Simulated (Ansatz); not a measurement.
Reaction (ligand exchange at the Si–S bond): `O[SiH2]S[SiH](O)O` + `[NH2][GeH2][OH]` → `O[SiH2][NH][GeH2][OH]` + `O[SiH](O)S`

Calculated with Ansatz (gas phase, PBE0-D4/def2-TZVP geometries, no zero-point term in ΔE). CCSD(T)/CBS adds triple-zeta CCSD(T) − MP2 to the extrapolated MP2 energy (def2 sets, frozen cores). DFT in def2-TZVPP. For Ge outer-core shells are correlated without core-valence functions, which leaves a few kJ/mol of doubt a bond. Scalar relativity is left out up to krypton. One conformer a species, not always the lowest.

(1) Is it downhill or uphill in electronic energy at CCSD(T)/CBS, and by how much? (Best estimate.)

(2) What do these levels give: PBE-D4, PBE0-D4, ωB97M-V, B2PLYP, PBE, HF/def2-TZVPP, MP2/def2-TZVPP, CCSD(T)/def2-TZVPP, HF/def2-QZVPP, MP2/def2-QZVPP, HF/CBS(def2), CCSD/CBS(def2)? (Best estimate.)

Largest T1 diagnostic among the species: 0.012.

Answers

(1) The calculation gave: Downhill: ΔE = -0.06 eV.

(2) The calculation gave: PBE-D4 0.06, PBE0-D4 0.03, ωB97M-V -0.05, B2PLYP -0.08, PBE 0.05, HF/def2-TZVPP -0.16, MP2/def2-TZVPP -0.06, CCSD(T)/def2-TZVPP -0.09, HF/def2-QZVPP -0.17, MP2/def2-QZVPP -0.04, HF/CBS(def2) -0.17, CCSD/CBS(def2) -0.08 eV.

In def2-TZVPP, CCSD(T) changes the Hartree–Fock value by +0.07 eV (the triples alone add +0.02 eV) and MP2 by +0.10 eV. From PBE to PBE0 (25 % exact exchange), in def2-TZVPP and without D4, ΔE moves by −0.03 eV.
